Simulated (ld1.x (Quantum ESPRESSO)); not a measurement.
**palladium, TM: configuration errors across variants**

| Quantity | Value |
| --- | --- |
| Element | palladium (Pd) |
| Generator | ld1.x (Quantum ESPRESSO) 7.5 |
| Type | norm-conserving Troullier–Martins (Kleinman–Bylander form) |
| Functional | LDA (PZ) |
| Relativity | scalar-relativistic |
| Frozen core | [Ar] 3d10 4s2 |
| Valence charge | 16 |
| Reference configuration | 4p6 4d9 5s0 5p0 (charge +1) |
| Partial waves | 5s (bound, empty): rc 1.80 bohr; 4p (bound): rc 1.70 bohr; 4d (bound): rc 1.20 bohr; 4f channel at 0.1 Ry: rc 1.40 bohr |
| Local potential | all-electron potential smoothed inside 0.95 bohr (lloc = -1) |
| Core correction | a·sin(br)/r model core inside 0.90 bohr |

All-electron excitation energies from the reference (eV): (1) 4p6 4d10 5s0 5p0 -9.389; (2) 4p6 4d8 5s0 5p0 21.081; (3) 4p6 4d7 5s0 5p0 55.676; (4) 4p6 4d9 5s0 5p1 -4.071; (5) 4p6 4d8 5s1 5p0 4.407; (6) 4p6 4d6 5s0 5p0 105.229; (7) 4p6 4d9 5s0 5p0 spin -0.144; (8) 4p6 4d8 5s0 5p0 spin 20.446.

Spin tests fill each open shell by Hund’s rule, majority spin first.

Tests that are not counted but printed errors over 1 eV. “base”: 4p6 4d9 5s1 5p0 (solver errors, printed error +4.2 eV). “all radii but the core radius scaled by about 1.08 (s 1.94, p 1.84, d 1.30, f 1.50 bohr); local potential all-electron potential smoothed inside 1.02 bohr (lloc = -1)”: 4p6 4d8 5s1 5p0 (solver errors, printed error -3.5 eV).

A true bound ghost makes a file unfit for plane-wave use even where its test errors are small: the radial tests pick states by their node count and pass the ghost by. Where a test does run into it, the solver fails or the error is huge.

Errors AE − PS in meV (a dash: test not solved or not reliable):

```tsv
change	(1)	(2)	(3)	(4)	(5)	(6)	(7)	(8)	bound ghosts
base	-0.8	-3.8	-20	+76	-77	-55	+7.2	+30	s
all radii but the core radius scaled by about 0.90 (s 1.62, p 1.52, d 1.08, f 1.26 bohr); local potential all-electron potential smoothed inside 0.86 bohr (lloc = -1)	-1.1	-3.2	-19	+74	-19	-54	+6.8	+29	s
all radii but the core radius scaled by about 1.08 (s 1.94, p 1.84, d 1.30, f 1.50 bohr); local potential all-electron potential smoothed inside 1.02 bohr (lloc = -1)	-0.7	-4.2	-21	+74	–	-57	+7.5	+31	s
all radii but the core radius scaled by about 1.14 (s 2.06, p 1.94, d 1.38, f 1.60 bohr); local potential all-electron potential smoothed inside 1.08 bohr (lloc = -1)	-0.8	-4.5	-22	+67	-19	-60	+7.5	+31	s
all radii but the core radius scaled by about 1.28 (s 2.30, p 2.16, d 1.54, f 1.78 bohr); local potential all-electron potential smoothed inside 1.22 bohr (lloc = -1)	-1.0	-5.4	-27	+35	-35	-75	+7.6	+30	s
all radii but the core radius scaled by about 1.40 (s 2.52, p 2.38, d 1.68, f 1.96 bohr); local potential all-electron potential smoothed inside 1.32 bohr (lloc = -1)	-1.6	-7.0	-36	-21	-36	-98	+7.5	+28	s
```

(1) Give the same row for: all radii but the core radius scaled by about 0.78 (s 1.40, p 1.32, d 0.94, f 1.10 bohr); local potential all-electron potential smoothed inside 0.74 bohr (lloc = -1).

Answers

(1) -1.8, -1.4, -14, +80, -15, -48, +5.9, +26; bound ghosts: s.
